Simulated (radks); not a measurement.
Spherical jellium clusters: N electrons in a uniform positive sphere of charge N and radius rs N^(1/3), rs = 4.34 bohr. Method: non-relativistic Kohn-Sham, LDA (Slater exchange, Perdew-Wang correlation), spin-polarised, spherical densities; computed with a radial shooting solver with Libxc functionals. Levels are named by radial order and angular momentum (1s, 1p, 1d, 2s, ...), and open shells are averaged over m.

N = 28, configuration 1s2 1p6 1d10 2s2 1f(up 7, down 1). This is the lowest configuration that the search found. Occupied and some empty levels:

| level | occupation | eigenvalue (eV) | <r> (bohr) |
|---|---|---|---|
| 1s up | 1 | -4.8207 | 8.088 |
| 1s down | 1 | -4.6506 | 7.591 |
| 1p up | 3 | -4.2839 | 9.478 |
| 1p down | 3 | -4.0411 | 9.266 |
| 1d up | 5 | -3.5919 | 10.38 |
| 1d down | 5 | -3.3163 | 10.33 |
| 2s up | 1 | -3.2113 | 8.069 |
| 2s down | 1 | -3.0792 | 8.381 |
| 1f up | 7 | -2.7629 | 11.12 |
| 1f down | 1 | -2.4778 | 11.16 |
| 2p up | 0 | -2.1777 | 9.549 |
| 2p down | 0 | -2.0474 | 9.663 |
| 1g up | 0 | -1.8205 | 11.82 |
| 1g down | 0 | -1.5424 | 11.95 |
| 2d up | 0 | -1.1823 | 11.47 |
| 2d down | 0 | -1.0458 | 11.63 |

Energy (eV): total -52.7406, kinetic 42.983, external -1926.1, Hartree 955.95, exchange-correlation -96.826, background 971.28.
